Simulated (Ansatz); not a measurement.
`[SiH3]C[SiH](Cl)Cl`, charge 0, multiplicity 1.

**Question.** Give a relaxed structure at PBE0-D4/def2-TZVP (Ansatz 0.2.0). (An estimate is asked.)

**Answer.** The calculation gave: 
```xyz
11

Si   -1.541    0.427   -0.374
C    -0.189   -0.615    0.418
Si    1.523    0.031    0.184
Cl    1.917    0.253   -1.814
Cl    2.897   -1.264    0.980
H    -2.867    0.013    0.155
H    -1.327    1.863   -0.051
H    -1.528    0.255   -1.847
H    -0.370   -0.674    1.497
H    -0.243   -1.634    0.022
H     1.728    1.344    0.829
```
This is one stationary point; other conformers may exist.
